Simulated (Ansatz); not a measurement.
Computed with Ansatz on PBE0-D4/def2-TZVP structures; ΔE is electronic, products minus reactants. CCSD(T)/CBS adds triple-zeta CCSD(T) − MP2 to the extrapolated MP2 energy (def2 sets, frozen cores). This one scheme is used for every species. Functionals use def2-TZVPP. HSE06 is defined as in plane-wave codes. Open shells (•) are unrestricted, without spin–orbit coupling. Each species was taken in one conformer, which may not be the lowest.

Reaction (hydrogen abstraction from the Si–H bond): `N[SiH](F)Cl` + `[CH3]`• → `N[Si](F)Cl`• + CH₄

CCSD(T)/CBS gives -47.6 kJ/mol.

Q: Another level gave -55.1 kJ/mol. Which?
A. r2SCAN-D4/def2-TZVPP
B. HSE06-D4/def2-TZVPP
C. r2SCAN0/def2-TZVPP
D. BLYP-D4/def2-TZVPP

A: A. r2SCAN-D4 -55.1, HSE06-D4 -61.1, BLYP-D4 -66.1, r2SCAN0 -48.7 kJ/mol.

Largest T1 diagnostic among the species: 0.013.

In def2-TZVPP, CCSD(T) changes the Hartree–Fock value by −30.5 kJ/mol (the triples alone add −4.9 kJ/mol) and MP2 by −37.3 kJ/mol. Leaving LDA and LC-ωPBE aside and taking each functional with its dispersion term where it has one, the values, not all of them listed here, spread over 33.4 kJ/mol, from PBE-D4 to BHLYP-D4. LDA lies −13.0 kJ/mol from PBE without D4. From r2SCAN to r2SCAN0 (25 % exact exchange), in def2-TZVPP and without D4, ΔE moves by +6.6 kJ/mol.
